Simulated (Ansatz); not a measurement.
Cartesian coordinates in Å:
```
C 0.688 -0.241 -1.112
N -0.180 -0.137 0.030
C -0.028 1.109 0.733
Zn -1.162 -1.504 0.649
F -2.154 -2.819 1.226
H 1.753 -0.176 -0.834
H 0.495 0.566 -1.835
H 0.547 -1.188 -1.639
H 0.996 1.250 1.115
H -0.706 1.174 1.588
H -0.248 1.966 0.078
```

Total charge 0; spin multiplicity 1.

List the ωB97M-V/def2-TZVPP orbital energies in eV (Ansatz). (An estimate is asked.)

Ansatz gave: Occupied: -9465.67, -1156.88, -1017.36, -1017.32, -1017.20, -675.74, -394.33, -282.03, -282.03, -136.82, -92.25, -92.17, -92.04, -33.52, -27.63, -22.53, -20.05, -17.72, -17.68, -17.63, -17.49, -17.48, -15.56, -15.15, -14.82, -13.48, -13.32, -12.82, -12.71, -12.67, -11.61, -8.41. Lowest empty: 0.74, 1.26, 1.55, 2.55, 4.06, 4.23, 4.42, 4.82.
